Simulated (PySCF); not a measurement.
HfOBr2, SMILES [Br][Hf]([Br])=[O], multiplicity 1.

Geometry optimised at B3LYP-D3(BJ)/def2-SVP. The multiplicity is an assumed one; other spin states were not compared. The def2 effective core potentials stand for the cores of Hf; spin–orbit coupling is left out.

All values below come from PBE/def2-TZVPD run with PySCF.

Symmetry labels are those of the subgroup Cs that the program uses (full group Cs).

Task: List the valence orbital energies around the gap with their symmetry. (The exact figures need the calculation; the answer reports its results.)

Result: 
| orbital | symmetry | energy (eV) |
|---|---|---|
| HOMO−7 | A" | -8.71 |
| HOMO−6 | A' | -8.29 |
| HOMO−5 | A" | -8.11 |
| HOMO−4 | A' | -8.11 |
| HOMO−3 | A' | -7.86 |
| HOMO−2 | A" | -7.69 |
| HOMO−1 | A' | -7.31 |
| HOMO | A" | -7.19 |
| LUMO | A' | -4.32 |
| LUMO+1 | A" | -3.19 |
| LUMO+2 | A' | -2.31 |
| LUMO+3 | A' | -1.39 |
